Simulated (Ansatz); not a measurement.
Ansatz (a quantum-chemistry and plane-wave program) input:

Ansatz 0.2 input:
```yaml
crystal:
  periodic: [false, false, false]
  atoms:
    - {symbol: Be, position_ang: [-0.00000000, -0.00000000, -0.95051621]}
    - {symbol: F, position_ang: [0.00000000, 0.00000000, 0.42245165]}
basis:
  gaussian:
    orbitals: def2-TZVPD
hamiltonian:
  xc: {name: B3LYP}
total_charge: -1
```

**Question.** What final total energy does it print?

**Answer.** -114.70081 Eh (B3LYP/def2-TZVPD). The basis has 62 functions.

This state (charge -1, singlet) is run at the relaxed geometry of the species with charge 0 and multiplicity 2.
